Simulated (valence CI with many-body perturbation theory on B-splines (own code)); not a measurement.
**Energy levels of Ti⁹⁺**

Method: relativistic CI+MBPT: three valence electrons over a frozen Dirac-Fock core [Ne], a basis of 11 s, 11 p, 10 d, 8 f, 5 g, 2 h functions for each j, with the one-electron correlation potential Σ1, the two-electron term Σ2, the three-electron term Σ3, Breit, model QED; selected CI, second order for the rest, scaled by the run's own slope (own B-spline code, finite nucleus).

No measured spectrum was set against this ion. As an estimate, levels of excited configurations hold to 0.05 to 0.15 % of their energy, terms of the ground configuration to about 0.5 %.

Levels 1 to 45 of 169, with energies above the lowest level, 3s2 3p 2P°_1/2. "Leading %" is the weight of the configuration and term that name the level; weights of strongly mixed levels are sums over their largest components and can fall short, so below about 35 % the name and the second component can differ from the true leading terms, or belong to a minority configuration. In the jj column 3d3/2^4 stands for four electrons in 3d with j = 3/2. Lifetimes count E1, E2, E3, M1 and M2 decay at the calculated energies, and are blank where another channel may lead or the interval is too uncertain; long ones can be off by a factor of two.

| No. | Configuration | Term | J | E (cm⁻¹) | Leading % | Lifetime | Leading jj |
| --- | --- | --- | --- | --- | --- | --- | --- |
| 1 | 3s2 3p | 2P° | 1/2 | 0 | 97 |  | 3s^2 3p1/2 (97 %) |
| 2 | 3s2 3p | 2P° | 3/2 | 7554 | 97 | 257 ms | 3s^2 3p3/2 (97 %) |
| 3 | 3s 3p2 | 4P | 1/2 | 160320 | 99 | 159 ns | 3s 3p1/2^2 (49 %) |
| 4 | 3s 3p2 | 4P | 3/2 | 163180 | 99 | 779 ns | 3s 3p1/2 3p3/2 (90 %) |
| 5 | 3s 3p2 | 4P | 5/2 | 167240 | 99 | 246 ns | 3s 3p3/2^2 (59 %) |
| 6 | 3s 3p2 | 2D | 3/2 | 212080 | 86 | 775 ps | 3s 3p1/2 3p3/2 (60 %) |
| 7 | 3s 3p2 | 2D | 5/2 | 212630 | 86 | 876 ps | 3s 3p1/2 3p3/2 (51 %) |
| 8 | 3s 3p2 | 2S | 1/2 | 264730 | 91 | 103 ps | 3s 3p3/2^2 (53 %) |
| 9 | 3s 3p2 | 2P | 1/2 | 281350 | 90 | 40.8 ps | 3s 3p1/2 3p3/2 (60 %) |
| 10 | 3s 3p2 | 2P | 3/2 | 285520 | 96 | 38.7 ps | 3s 3p3/2^2 (57 %) |
| 11 | 3s2 3d | 2D | 3/2 | 345380 | 85 | 33.5 ps | 3s^2 3d3/2 (85 %) |
| 12 | 3s2 3d | 2D | 5/2 | 345920 | 85 | 35.3 ps | 3s^2 3d5/2 (85 %) |
| 13 | 3p3 | 2D° | 3/2 | 413360 | 67 | 437 ps | 3p1/2^2 3p3/2 (27 %) |
| 14 | 3p3 | 2D° | 5/2 | 414320 | 68 | 442 ps | 3p1/2 3p3/2^2 (68 %) |
| 15 | 3p3 | 4S° | 3/2 | 423860 | 97 | 44.3 ps | 3p1/2 3p3/2^2 (59 %) |
| 16 | 3p3 | 2P° | 1/2 | 462340 | 79 | 102 ps | 3p1/2 3p3/2^2 (79 %) |
| 17 | 3p3 | 2P° | 3/2 | 462900 | 75 | 105 ps | 3p3/2^3 (50 %) |
| 18 | 3s 3p 3d | 4F° | 3/2 | 464120 | 98 | 5.67 ns | 3s 3p1/2 3d3/2 (78 %) |
| 19 | 3s 3p 3d | 4F° | 5/2 | 465690 | 99 | 14.7 ns | 3s 3p1/2 3d3/2 (36 %) |
| 20 | 3s 3p 3d | 4F° | 7/2 | 467980 | 99 | 16.9 ns | 3s 3p1/2 3d5/2 (38 %) |
| 21 | 3s 3p 3d | 4F° | 9/2 | 471080 | 100 |  | 3s 3p3/2 3d5/2 (100 %) |
| 22 | 3s 3p 3d | 4P° | 5/2 | 501300 | 78 | 51.8 ps | 3s 3p1/2 3d5/2 (81 %) |
| 23 | 3s 3p 3d | 4P° | 3/2 | 502770 | 58 | 44.6 ps | 3s 3p1/2 3d3/2 (39 %) |
| 24 | 3s 3p 3d | 4D° | 1/2 | 503980 | 68 | 38.2 ps | 3s 3p1/2 3d3/2 (55 %) |
| 25 | 3s 3p 3d | 4P° | 1/2 | 506690 | 69 | 46.5 ps | 3s 3p3/2 3d3/2 (94 %) |
| 26 | 3s 3p 3d | 4D° | 3/2 | 507330 | 58 | 40.4 ps | 3s 3p3/2 3d3/2 (82 %) |
| 27 | 3s 3p 3d | 4D° | 7/2 | 507650 | 99 | 34.5 ps | 3s 3p3/2 3d5/2 (70 %) |
| 28 | 3s 3p 3d | 4D° | 5/2 | 507710 | 79 | 36.9 ps | 3s 3p3/2 3d3/2 (54 %) |
| 29 | 3s 3p 3d | 2D° | 3/2 | 519070 | 80 | 41.7 ps | 3s 3p3/2 3d5/2 (34 %) |
| 30 | 3s 3p 3d | 2D° | 5/2 | 519150 | 79 | 42.1 ps | 3s 3p3/2 3d5/2 (50 %) |
| 31 | 3s 3p 3d | 2F° | 5/2 | 543310 | 98 | 85.7 ps | 3s 3p1/2 3d5/2 (44 %) |
| 32 | 3s 3p 3d | 2F° | 7/2 | 549310 | 98 | 82.9 ps | 3s 3p3/2 3d5/2 (64 %) |
| 33 | 3s 3p 3d | 2P° | 3/2 | 590880 | 82 | 28.8 ps | 3s 3p1/2 3d3/2 (33 %) |
| 34 | 3s 3p 3d | 2P° | 1/2 | 593600 | 85 | 30.4 ps | 3s 3p3/2 3d5/2 (70 %) |
| 35 | 3s 3p 3d | 2F° | 7/2 | 595280 | 97 | 27.6 ps | 3s 3p1/2 3d5/2 (39 %) |
| 36 | 3s 3p 3d | 2F° | 5/2 | 596720 | 97 | 27.3 ps | 3s 3p3/2 3d3/2 (63 %) |
| 37 | 3s 3p 3d | 2P° | 1/2 | 612880 | 90 | 24.2 ps | 3s 3p3/2 3d3/2 (61 %) |
| 38 | 3s 3p 3d | 2P° | 3/2 | 613500 | 84 | 24.8 ps | 3s 3p3/2 3d5/2 (62 %) |
| 39 | 3s 3p 3d | 2D° | 3/2 | 616560 | 76 | 18.5 ps | 3s 3p3/2 3d3/2 (50 %) |
| 40 | 3s 3p 3d | 2D° | 5/2 | 617480 | 83 | 18.5 ps | 3s 3p3/2 3d5/2 (53 %) |
| 41 | 3p2 3d | 2F | 5/2 | 694200 | 87 | 285 ps | 3p1/2 3p3/2 3d3/2 (52 %) |
| 42 | 3p2 3d | 2F | 7/2 | 697150 | 85 | 258 ps | 3p1/2 3p3/2 3d5/2 (31 %) |
| 43 | 3p2 3d | 4F | 3/2 | 701760 | 98 | 100 ps | 3p1/2^2 3d3/2 (40 %) |
| 44 | 3p2 3d | 4F | 5/2 | 703460 | 97 | 99.9 ps | 3p1/2 3p3/2 3d3/2 (54 %) |
| 45 | 3p2 3d | 4F | 7/2 | 705790 | 97 | 99.2 ps | 3p1/2 3p3/2 3d5/2 (64 %) |

Names give the largest LS component (configuration and term), which can be under half, so a name can repeat, a term be missing and a line seem to break the LS rules; names also repeat where a configuration has a term twice.

Where two levels of one J and parity lie close, their mixing, g and order are uncertain.

The ionisation energy to 3s2 1S_0 of the next ion comes out as 216.8 eV (NIST: 215.92 ± 0.12 eV (measured), further off than twice its uncertainty). All 169 levels together are meant to be complete up to 1167300 cm⁻¹.
